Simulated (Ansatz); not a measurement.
Total energies of PtO₂ from Ansatz at PBE-D4/def2-TZVP, gas phase (1 Eh = 27.2114 eV = 2625.5 kJ/mol). The reference geometry is relaxed at PBE-D4/def2-TZVP.

Cartesian coordinates in Å:
```
Pt 0.000 0.000 0.000
O -1.446 0.821 -0.405
O 1.446 -0.821 0.405
```

| state | geometry | energy (Eh) |
| --- | --- | --- |
| charge 0 singlet | reference | -269.70486 |
| charge 1 doublet | reference | -269.29562 |
| charge 0 triplet | relaxed at PBE-D4/def2-TZVP | -269.65777 |
| charge 0 quintet | relaxed at PBE-D4/def2-TZVP | -269.61770 |
| free Pt atom (triplet) | – | -119.30159 |
| free O atom (triplet) | – | -75.00967 |

In the def2 sets Pt takes a core potential; there is no spin–orbit coupling.

**Question.** Work out the vertical ionisation energy to the doublet.

**Answer.** E(charge 1 doublet) − E(charge 0 singlet) = -269.29562 − (-269.70486) = 0.40924 Eh = 11.14 eV. For comparison, −ε of the highest occupied level is 7.58 eV at this level, 3.56 eV less.

**Question.** Which of the charge 0 states is lowest, and how far above it are the others?

**Answer.** The singlet. triplet: -269.65777 − (-269.70486) = 0.04709 Eh = 123.6 kJ/mol; quintet: -269.61770 − (-269.70486) = 0.08716 Eh = 228.8 kJ/mol.

**Question.** What is the binding energy per atom against free atoms?

**Answer.** Atoms: 1 × (-119.30159) + 2 × (-75.00967) = -269.32093 Eh. Binding: -269.32093 − (-269.70486) = 0.38393 Eh = 10.45 eV, or 3.48 eV for each of 3 atoms (no zero-point energy, no counterpoise term).

The structure comes from a short search, and lower isomers may exist.
